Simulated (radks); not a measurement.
Values are calculated unless marked as measured or tabulated.
Question: These are the eigenvalues of the occupied orbitals of an atom or ion with whole-number occupations (eV). Code: a radial shooting solver on a logarithmic mesh with Libxc functionals. Model: scalar-relativistic Kohn-Sham, PBEsol, spin-polarised, spherical densities, finite nucleus; Fermi nuclear charge, rms radius of each element as measured or else 0.836 A^(1/3) + 0.57 fm.

orbital  eigenvalue
1s down   -40271.78
1s up     -40271.78
2s up     -6468.492
2s down   -6468.489
2p up     -5796.938
2p down   -5796.937
3s up     -1411.302
3s down   -1411.038
3p up     -1197.689
3p down   -1197.426
3d up     -893.9014
3d down   -893.6958
4s up     -304.4434
4s down   -303.6916
4p up     -234.6874
4p down   -233.9265
4d up     -134.2665
4d down   -133.4960
5s up      -63.9423
5s down    -63.4539
5p up      -46.1242
5p down    -45.7457
4f up      -29.0213

Which element is it, and in what charge state? The configuration may be excited. Open shells, if any, are filled with parallel spins first.

Answer: Z = 58, cerium, charge +3: Ce3+ in [Xe] 4f1. The list shows which subshells hold electrons but not how many an open one holds; the 1s level, -1480 hartree, gives Z - s = 54.4 by -(Z - s)^2/2, which with screening and relativity narrows Z to a few neighbours, and the depths of the outer levels then fix element, charge and occupations together.
